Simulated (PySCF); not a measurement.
# Radial density of Rh⁺ (rhodium, charge +1)

wB97X-V, [Kr] 4d7 5s1, 5s spin antiparallel (an excited configuration). Computed with PySCF 2.14 in ANO-RCC-VTZP (7s6p4d2f1g, 68 functions), with scalar relativity by spin-free X2C-1e.

| r (bohr) | 4πr²ρ (e/bohr) | 4πr²(ρα − ρβ) |
| --- | --- | --- |
| 0.0276 | 55.90 | -0.0039 |
| 0.0464 | 48.59 | 0.0009 |
| 0.0781 | 65.31 | 0.0237 |
| 0.131 | 64.02 | 0.2305 |
| 0.221 | 47.76 | 0.5357 |
| 0.372 | 51.13 | 0.1616 |
| 0.625 | 15.75 | 0.4257 |
| 1.05 | 14.87 | 2.3955 |
| 1.77 | 4.591 | 1.0508 |
| 2.97 | 0.7787 | -0.2383 |
| 5.00 | 0.07908 | -0.0658 |
| 8.41 | 6.616e-05 | 0.0000 |
| 14.2 | 2.493e-05 | 0.0000 |

Densities and radii are taken from the X2C orbitals without a picture-change correction, which distorts them close to the nucleus.

With the s spin flipped the determinant is a mixture of two multiplicities, not a spectroscopic state.
